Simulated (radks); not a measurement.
Results of a calculation; reference values are marked as such.
Problem. Ionisation of neutral hafnium, [Xe] 4f14 5d2 6s2, to Hf+, [Xe] 4f14 5d1 6s2, under several functionals. Dirac Kohn-Sham, spin-unpolarised, spherical densities, finite nucleus; open shells fill j = l - 1/2 first; a radial shooting solver on a logarithmic mesh with Libxc functionals. The NIST Atomic Spectra Database gives 6.825 eV (measured). Rank these functionals by the error of their Delta-SCF ionisation energy: AM05; RPBE; HCTH/407; Wu-Cohen GGA; XLYP; BLYP; LDA (Slater exchange, Perdew-Wang correlation).

Solution. From best to worst: HCTH/407 6.858 eV (+0.032); Wu-Cohen GGA 6.749 eV (-0.076); LDA (Slater exchange, Perdew-Wang correlation) 6.932 eV (+0.107); AM05 6.702 eV (-0.123); RPBE 6.629 eV (-0.196); XLYP 6.593 eV (-0.232); BLYP 6.574 eV (-0.251). Spin polarisation and multiplet splitting are left out, so open shells lie too high by an amount that depends on their filling.

Beside tabulated values, note that spin-unpolarised runs miss the spin-polarisation part of the exchange energy of open shells.
